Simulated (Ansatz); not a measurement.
CH₅ClNNbO (`[CH3][Nb]([NH2])(=[O])[Cl]`). The species carries charge 0 and has multiplicity 1. Nb: def2 effective core potential.

Z-matrix (Å, degrees):
```
C
Nb 1 2.150
H 1 1.092 2 112.0
H 1 1.097 2 107.9 3 -118.9
H 1 1.095 2 111.0 3 122.2
N 2 1.951 1 106.2 3 -60.5
O 2 1.687 1 105.0 3 51.8
Cl 2 2.316 1 109.0 3 174.7
H 6 1.010 2 125.4 1 110.6
H 6 1.012 2 124.0 1 -76.0
```

Question: What are the harmonic wavenumbers in cm⁻¹ at PBE0-D4/def2-TZVP (Ansatz, finite differences of forces, unscaled)? (An estimate is asked.)

Answer: Computed: 118, 120, 140, 165, 201, 229, 387, 423, 524, 525, 578, 587, 618, 715, 1049, 1186, 1411, 1418, 1540, 3026, 3111, 3136, 3559, 3662.

Question: Is this a minimum?

Answer: Yes, all 24 modes are real.

Question: Give the ideal-gas thermochemistry at 298.15 K and 1 bar (rigid rotor, harmonic oscillator; point group C1, symmetry number 1).

Answer: Zero-point energy 170.1 kJ/mol; H(298) − E = 194.2 kJ/mol; entropy 375.6 J/(mol·K), of which translation 173.3, rotation 116.7, vibration 85.6; G(298) − E = 82.3 kJ/mol.

Question: Rotational constants (cm⁻¹)?

Answer: 0.1048, 0.06076, 0.0563.
